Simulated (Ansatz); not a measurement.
Job for Ansatz (a program for electronic structure): U-wB97M-V/def2-TZVPP on O (SMILES [O]).

Ansatz 0.2 input:
```yaml
crystal:
  periodic: [false, false, false]
  atoms:
    - {symbol: O, position_ang: [0.00000000, 0.00000000, 0.00000000]}
basis:
  gaussian:
    orbitals: def2-TZVPP
hamiltonian:
  xc: {name: wB97M-V}
magnetization: {spin_polarized: true, initial_magnetization: 2}
```

**Question.** Predict the final total energy.

**Answer.** -75.0772 hartree.
